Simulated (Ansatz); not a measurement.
Cost and result up the ladder for the cluster K₁₇ (17 atoms). Charge 0, multiplicity 2. Geometry: PBE/def2-SVP.

```xyz
17

K     3.265    4.387   -4.346
K     1.947   -2.495    0.468
K    -2.109    3.926    2.599
K    -1.055    0.727   -0.370
K     1.079   -2.772   -3.900
K    -0.342    1.403   -4.475
K    -3.539   -0.876    2.893
K     0.486   -6.431   -1.091
K    -2.208    4.676   -2.222
K    -0.985   -2.337    6.895
K    -2.582   -3.164   -0.959
K     1.661    4.238   -0.128
K    -0.830   -4.491    2.972
K     3.514    0.414   -6.516
K    -2.606    1.741    6.476
K     3.536    0.782   -1.959
K     0.768    0.271    3.663
```

Ansatz on 2 threads of AMD EPYC 7R13 on a shared host and a share (18 GiB) of an NVIDIA H100 80GB HBM3. Times are rough, and most runs start from the orbitals of an earlier one. No level here is sound enough to serve as a yardstick. Binding counts from free atoms at the same level (K doublet; other spins of the atoms weren't run), without zero-point energy or a counterpoise term.

Correlated methods freeze 85 core orbitals; core or outer-core shells of K are correlated, in sets that lack core-valence functions. The rows differ in basis, and correlated rows in double-zeta sets carry the largest basis error. Single mean-field runs in def2-SVP, def2-TZVP are fitted with def2-universal-jkfit. Another isomer (doublet) lies 0.52 eV lower at PBE0/def2-TZVP; other spin states weren't run for this one.

Run but left out: r2SCAN/def2-TZVP, PBE0/def2-TZVP, MP2/def2-SVP (⟨S²⟩ 1.14 to 5.57, where a pure state has 0.75).

Correlated methods converge slowly with the basis, most of all in double-zeta sets.

| level | functions | wall time |
| --- | --- | --- |
| PBE/def2-SVP | 408 | 9.5 s |
| revPBE/def2-TZVP | 561 | 12 s |
| PBE0/def2-SVP | 408 | 14 s |
| RPA@PBE/def2-SVP | 408 | 14 s |
| PBE/def2-TZVP (with forces) | 561 | 17 s |

(1) Estimate what each level gives for the binding energy per atom (eV).

Answers

(1) 
```csv
level,binding energy per atom (eV),remarks
PBE/def2-SVP,0.61,–
revPBE/def2-TZVP,0.53,spin-contaminated (⟨S²⟩ 0.86)
PBE0/def2-SVP,0.57,spin-contaminated (⟨S²⟩ 1.03)
RPA@PBE/def2-SVP,0.58,–
PBE/def2-TZVP (with forces),0.60,–
```
